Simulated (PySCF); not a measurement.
C3H11AlFN.
SMILES: `C[N+](C)(C)[AlH2-][F]`

A linear-response calculation (PySCF, def2-SVPD basis, gas phase, vertical, core orbitals frozen in the response) gave these numbers; the functional is withheld.

Orbital energies (eV): HOMO-3 -10.03, HOMO-2 -9.49, HOMO-1 -8.31, HOMO -7.34, LUMO -0.07, LUMO+1 0.48, LUMO+2 0.82.

| state | E (eV) | f | main configurations (H = HOMO, L = LUMO) |
| --- | --- | --- | --- |
| S1 | 6.52 | 0.018 | H→L (92%) |
| S2 | 6.86 | 0.013 | H→L+1 (91%) |
| S3 | 7.32 | 0.0003 | H→L+2 (96%) |
| S4 | 7.48 | 0.013 | H-1→L (98%) |
| S5 | 7.75 | 0.099 | H→L+4 (96%) |
| S6 | 7.78 | 0.0070 | H→L+3 (98%) |

Triplets, Tamm–Dancoff:

```
state  E (eV)  λ (nm)  main configurations (H = HOMO, L = LUMO)
   T1    6.26   198.0                    H→L (52%), H→L+1 (37%)
   T2    6.62   187.1                    H→L+1 (55%), H→L (38%)
   T3    6.93   178.9                   H→L+2 (70%), H→L+4 (9%)
   T4    7.22   171.7                H-1→L (74%), H-1→L+1 (14%)
```

Vertical ionisation energy by ΔSCF with the same functional: 9.84 eV. Mean static polarisability: 74.6 au.

Question: Which of these was used?
A. CAM-B3LYP
B. HF
C. B3LYP
D. PBE

Answer: C. B3LYP is a global hybrid with 20% exact exchange. In this run −ε(HOMO) = 7.34 eV differs from the ΔSCF value by -2.51 eV, and S1 differs from the orbital gap of 7.27 eV by -0.74 eV. The ratio −ε(HOMO)/IP is 0.75. Usual ranges for neutral molecules in this basis: 0.67 to 0.83 with B3LYP, 0.5 to 0.7 with PBE, 0.85 to 0.93 with CAM-B3LYP; with Hartree–Fock the ratio is 1 or more (Koopmans' value less the relaxation energy is the ΔSCF value). The other options: PBE, a GGA without exact exchange; HF, time-dependent Hartree–Fock, 100% exact exchange; CAM-B3LYP, range-separated, 19% exact exchange at short range and 65% at long range (ω = 0.33 bohr⁻¹).

Level of theory: PySCF 2.14.0, density-fitted response routines, TDDFT B3LYP/def2-SVPD, vertical, gas phase, core orbitals frozen in the response. Geometry: PBE0-D3(BJ)/def2-SVP; no solvent, vibrations or thermal averaging.

The run took 2.1 min on one thread, Arm Neoverse V1, shared host.

Shape of the structure used: `[CH3:1][N+:2]([CH3:3])([CH3:4])[AlH2-:5][F:6]`: C1–N2–Al5–F6 -58°.
